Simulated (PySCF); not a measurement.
**Checking a proposed structure**

A compound C₃H₁₀O₃Si gives the data below (simulated from a calculation) and was assigned the structure `CO[SiH2]OCCO`.

13C{1H} NMR (computed): δ 93.7 (CH2), 57.0 (CH3), 52.7 (CH3).

1H NMR (600 MHz, computed): δ 5.15 (s, 2H), 4.82 (s, 2H), 3.89 (s, 3H), 3.62 (s, 3H).

Non-relativistic Hamiltonian, fast rotation and ring inversion assumed for equivalent nuclei, isolated molecule, one conformer. GFN2-xTB structure; NMR shieldings at PBE0/pcSseg-1/GIAO; PySCF.

δ = σ(ref) − σ, references computed at the same level: TMS for 1H (31.72 ppm), 13C (186.93 ppm).

(1) Compare with the shifts computed for the proposed structure, pairing carbons in order of shift.

(2) Which isomer fits?

Answers

(1) Numbering as in the mapped SMILES `[CH3:1][O:2][SiH2:3][O:4][CH2:5][CH2:6][OH:7]`. Hydrogens are named by the atom that carries them.

```json
{"atom": "C6", "computed for proposal": "67.8", "given list": "93.7", "difference": "-25.9"}
{"atom": "C5", "computed for proposal": "65.1", "given list": "57.0", "difference": "+8.1"}
{"atom": "C1", "computed for proposal": "50.1", "given list": "52.7", "difference": "-2.6"}
```

The rms difference is 15.7 ppm and the largest -25.9 ppm at C6 (sp3 CH2 bonded to O). The carbon types in order of shift don't match either: CH2, CH2, CH3 for the proposal against CH2, CH3, CH3 in the data. The proposal doesn't fit.

(2) `InChI=1S/C3H10O3Si/c1-4-3-6-7-5-2/h3,7H2,1-2H3`.

1. Carbon types of the structure: 1 × CH2, 2 × CH3, leaving 2 H on heteroatoms.
2. δC 93.7: sp3 carbon bearing two oxygens; 2 electronegative neighbours deshield it.
3. δC 57.0, 52.7: methyl carbon bonded to O; pulled downfield by the heteroatom.
4. δH 5.15: hydrogen on an sp3 carbon bearing two oxygens; its carbon carries O, which withdraws density.
5. δH 3.89, 3.62: hydrogen on a methyl carbon bonded to O; its carbon carries O, hence the downfield position.

Other isomers checked: CO[SiH](OC)OC (rms 24.3 ppm).

The data come from this structure; uniqueness wasn't tested.

Shifts are as computed. Against solution values, carbons near 30 ppm lie about +3 ppm off and those near 130 ppm about +5 ppm. Of 1211 compounds with measured shifts, 218 miss one by over three times the rms of a fit or turn the order of signals round; such compounds aren't used in these exercises. Multiplicities follow the n + 1 count of equivalent neighbours, as no J values were calculated; m marks all less simple cases, F and P coupling included.
